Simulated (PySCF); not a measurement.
Excitation energy of B by level of theory

B [He] 2s2 2p1 (2P) → B [He] 2s1 2p2 (4P), as a difference of total energies. All numbers are calculated (PySCF 2.14, no relativity, point nucleus, in dyall-av2z (11s7p2d, 42 functions)). Correlated levels: valence: 1s2 frozen; virtual orbitals above 40 to 60 times the deepest correlated orbital energy dropped. The calculations carry no spin-orbit coupling.

```json
{"method": "UHF", "excitation energy (eV)": "2.187"}
{"method": "MP2 (valence)", "excitation energy (eV)": "3.026"}
{"method": "SCS-MP2 (valence)", "excitation energy (eV)": "3.356"}
{"method": "CCSD (valence)", "excitation energy (eV)": "3.503"}
{"method": "CCSD(T) (valence)", "excitation energy (eV)": "3.530"}
{"method": "CCSDT (valence)", "excitation energy (eV)": "3.540"}
```

How much does correlation contribute at CCSD(T) (valence)?

3.530 − (2.187) = 1.343 eV, measured against UHF.
